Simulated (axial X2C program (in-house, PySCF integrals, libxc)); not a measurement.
**Correcting the dissociation energy of InSi for spin–orbit coupling**

A spin-free PBE0 curve (one-electron X2C) was computed with an in-house relativistic program for diatomic molecules, basis In dyall-cv3z [11s12p9d4f1g], Si dyall-v3z [8s7p2d1f] (cores contracted in-house), for the state M_S = 3/2, Λ = 0 (beyond evenly filled blocks: σα, π+α, π-α). It gives D0 = 2.325 eV to In + Si, which in a spin-free picture are the weighted means of the ground terms.

Measured levels of the ground terms (NIST Handbook of Basic Atomic Spectroscopic Data), in cm⁻¹: In 2P: J = 1/2 at 0, J = 3/2 at 2212.6; Si 3P: J = 0 at 0, J = 1 at 77.1, J = 2 at 223.2.

The molecular state has Λ = 0, so it has no first-order lowering.

Task: How far does each ground level lie under the (2J+1)-weighted mean of its term?

Result: In: (2 × 0 + 4 × 2212.6)/6 = 1475 cm⁻¹; Si: (1 × 0 + 3 × 77.1 + 5 × 223.2)/9 = 150 cm⁻¹.

Task: Correct D0.

Result: D0 = 2.325 + (0 − 1625)/8065.5 = 2.124 eV at PBE0 with these spin–orbit terms.

Second-order spin–orbit effects in the molecule, which grow quickly with Z, are left out. Occupations by symmetry block were frozen at the best pattern of an incomplete PBE0 search. Dissociation energies refer to the lowest single-determinant-based atoms at the same level and basis. Other states lie close and PBE0, whose exact exchange favours high spin, may order them wrongly; the determinant shown need not be the ground state. The nearest other spin-free determinant of the search, M_S = 1/2, Λ = 0, lies 0.32 eV up at the distance of the search.
